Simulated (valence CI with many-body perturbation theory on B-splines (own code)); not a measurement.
Values are calculated unless marked as measured or tabulated.
## Hyperfine factors and g values of Ir LXII

Method: valence CI with perturbative core correlation (CI+MBPT): six valence electrons over a frozen Dirac-Fock core [Ne], radial functions for each j: 9 s, 9 p, 8 d, 6 f, 3 g, 1 h, with the one-electron correlation potential Σ1 (screened to all orders), the two-electron term Σ2, the three-electron term Σ3, Breit, model QED; selected single and double excitations, second order for the rest, scaled by the run's own slope (own B-spline code, finite nucleus).

No measured spectrum was set against this ion. As an estimate, large intervals hold to a few tenths of a per cent, small ones and those within an open d or f shell to about a per cent. Among the levels kept, up to 950 cm⁻¹ of a level comes from second order outside the variational space, and about a tenth of that is noise between levels of different J, which matters for small intervals.

A/g_I is the dipole constant over the nuclear g factor μ/I (μ in nuclear magnetons, uniformly magnetised nucleus), B/Q the quadrupole constant per barn. Both hold the static response of the core; the bare values leave it out. Large factors of s and p1/2 electrons are usually good to 5 to 10 %; those of open d and f shells near neutrality can be off by tens of per cent, and small factors of p3/2, d and f electrons come from cancelling terms and can be off by a factor of two or in sign, in half-filled shells by more. B is blank for J = 1/2, where it vanishes, and for nearly pure S terms. Energies count from the lowest level. Levels with J = 0 are left out.

Levels are named by their leading jj configuration (3d3/2^4 stands for four electrons in 3d with j = 3/2), which in mixed levels can hold well under half, so a name can repeat and another be missing. Letters in brackets count levels of one name in rising energy.

```csv
Level,E (× 10³ cm⁻¹),g,A/g_I (MHz),A/g_I bare,B/Q (MHz/b),B/Q bare
(3s^2 3p1/2^2 3p3/2^2) J=2,0.00,1.328,238000,238000,29700,29300
(3s^2 3p1/2^2 3p3/2 3d3/2) J=2,1993.6,1.042,183000,185000,-3400,-3150
(3s^2 3p1/2^2 3p3/2 3d3/2) J=1,2067.1,1.097,174000,176000,-216000,-215000
(3s^2 3p1/2^2 3p3/2 3d3/2) J=3,2070.6,1.081,181000,182000,525000,521000
(3s^2 3p1/2^2 3p3/2 3d5/2) J=4,2807.4,1.247,119000,121000,539000,536000
(3s^2 3p1/2^2 3p3/2 3d5/2) J=2,2867.7,1.229,74100,77100,-311000,-306000
(3s^2 3p1/2^2 3p3/2 3d5/2) J=3,3025.8,1.202,107000,109000,-20200,-17600
(3s^2 3p1/2^2 3p3/2 3d5/2) J=1,3123.0,1.053,-91600,-85500,68700,68900
(3s^2 3p1/2 3p3/2^3) J=1,3396.7,1.488,-258000,-250000,-241000,-238000
(3s^2 3p1/2 3p3/2^3) J=2,3477.0,1.143,743000,733000,-513000,-507000
(3s^2 3p1/2^2 3d3/2^2) J=2,4072.7,0.754,129000,132000,4070,4240
(3s^2 3p1/2^2 3d3/2 3d5/2) J=3,4924.3,1.071,74100,77400,22300,23100
(3s 3p1/2^2 3p3/2^3) J=2,4976.7,1.467,1640000,1620000,-448000,-442000
(3s^2 3p1/2^2 3d3/2 3d5/2) J=2,5018.4,1.169,61200,64600,-40900,-42100
(3s^2 3p1/2^2 3d3/2 3d5/2) J=4,5060.3,1.057,81300,84800,132000,137000
(3s^2 3p1/2^2 3d3/2 3d5/2) J=1,5060.6,1.505,1390,4320,27500,28500
(3s 3p1/2^2 3p3/2^3) J=1,5148.5,1.187,-941000,-917000,-180000,-178000
(3s^2 3p1/2 3p3/2^2 3d3/2) J=2 [a],5307.4,1.025,399000,396000,-257000,-254000
(3s^2 3p1/2 3p3/2^2 3d3/2) J=1 [a],5332.7,0.992,430000,426000,-75900,-75900
(3s^2 3p1/2 3p3/2^2 3d3/2) J=3 [a],5375.4,1.066,389000,387000,7280,8210
(3s^2 3p1/2 3p3/2^2 3d3/2) J=4,5442.3,1.040,449000,445000,83900,86200
(3s^2 3p1/2 3p3/2^2 3d3/2) J=2 [b],5557.2,0.808,606000,600000,284000,283000
(3s^2 3p1/2 3p3/2^2 3d3/2) J=3 [b],5674.6,1.167,83000,86200,54900,55200
(3s^2 3p1/2 3p3/2^2 3d3/2) J=2 [c],5737.8,1.243,398000,394000,-25100,-26500
(3s^2 3p1/2 3p3/2^2 3d3/2) J=1 [b],5788.0,1.473,237000,237000,179000,177000
(3s^2 3p1/2^2 3d5/2^2) J=4,5852.2,1.173,55600,58600,67400,70000
(3s^2 3p1/2 3p3/2^2 3d3/2) J=1 [c],5895.6,0.906,-467000,-452000,-108000,-105000
(3s^2 3p1/2^2 3d5/2^2) J=2,5931.7,1.203,54100,57400,-40900,-42400
(3s^2 3p1/2 3p3/2^2 3d5/2) J=3 [a],6086.2,1.306,-134000,-128000,64100,65100
(3s^2 3p1/2 3p3/2^2 3d5/2) J=4 [a],6087.8,1.293,-58800,-53800,163000,164000
(3s^2 3p1/2 3p3/2^2 3d5/2) J=4 [b],6194.1,1.173,378000,374000,19500,20900
(3s^2 3p1/2 3p3/2^2 3d5/2) J=5,6219.9,1.186,346000,344000,105000,107000
(3s^2 3p1/2 3p3/2^2 3d5/2) J=1,6224.2,0.892,961000,947000,13800,13900
(3s^2 3p1/2 3p3/2^2 3d5/2) J=2,6377.5,1.273,-263000,-254000,423000,420000
```

(1) Take the isotope of mass number 191, with I = 3/2, μ = 0.1502 μN and Q = 0.816 b. What is the hyperfine structure of (3s^2 3p1/2^2 3p3/2^2) J=2?

Answers

(1) From the table A = 23900 MHz, B = 24300 MHz. Shifts from the centre of gravity in MHz: F = 1/2: -86300, F = 3/2: -71700, F = 5/2: -27100, F = 7/2: 77800.
